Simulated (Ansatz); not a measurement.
Born–Oppenheimer molecular dynamics of C3H7NOSi (13 atoms, charge 0, multiplicity 1). It starts at the highest image of a converged band. Of that band: Neighbouring images differ by up to 3.9 eV, so the band resolves the path poorly. A vibrational analysis at the climbing image gives one clearly imaginary mode, 416i cm⁻¹: a first-order saddle point.

The calculation used Ansatz, RKS PBE-D4/6-31G*.

```json
{
 "ensemble": "NVE (velocity Verlet)",
 "time step": "0.5 fs",
 "steps asked": "200",
 "starting velocities drawn for": "100 K",
 "seed": "4227"
}
```

First frame:

```xyz
13
Properties=species:S:1:pos:R:3
C -1.801 -2.406 0.343
O -0.334 -1.615 1.162
C 0.026 -0.313 0.877
N -0.657 0.753 1.100
Si 0.980 1.112 0.340
C 1.071 1.685 -1.440
H 0.072 -2.270 0.530
H -2.348 -2.615 1.295
H -2.285 -1.460 -0.009
H 2.028 1.677 1.243
H 2.051 1.440 -1.885
H 0.283 1.199 -2.038
H 0.935 2.778 -1.502
```

Question: How far do the bonds stretch over the last three quarters of this one trajectory? (Pairs bonded in most of those frames.)

Answer: 
| bond | mean (Å) | spread (Å) | shortest | longest |
| --- | --- | --- | --- | --- |
| C1–H8 | 1.120 | 0.004 | 1.11 | 1.13 |
| C1–H9 | 1.123 | 0.003 | 1.12 | 1.13 |
| O2–C3 | 1.392 | 0.013 | 1.36 | 1.41 |
| O2–H7 | 0.982 | 0.005 | 0.97 | 0.99 |
| C3–N4 | 1.286 | 0.010 | 1.27 | 1.30 |
| C3–Si5 | 1.799 | 0.014 | 1.78 | 1.82 |
| N4–Si5 | 1.841 | 0.020 | 1.79 | 1.87 |
| Si5–C6 | 1.871 | 0.018 | 1.84 | 1.90 |
| Si5–H10 | 1.495 | 0.016 | 1.47 | 1.52 |
| C6–H11 | 1.104 | 0.010 | 1.08 | 1.12 |
| C6–H12 | 1.102 | 0.010 | 1.08 | 1.12 |
| C6–H13 | 1.105 | 0.023 | 1.07 | 1.14 |

Mean temperature of the second half: 55 K. The conserved energy stayed within 0.046 meV per atom of its start (net change 0.022 meV per atom), so the integration is sound. A run of 0.1 ps of so small a system gives no equilibrium averages. The orbitals stay closed-shell, which can raise the energy where a bond breaks towards radicals; this wasn't checked here.

Run time: 5.9 min on 2 threads of Intel(R) Xeon(R) Platinum 8488C (Sapphire Rapids), with other jobs on the host, peak memory 0.17 GiB.
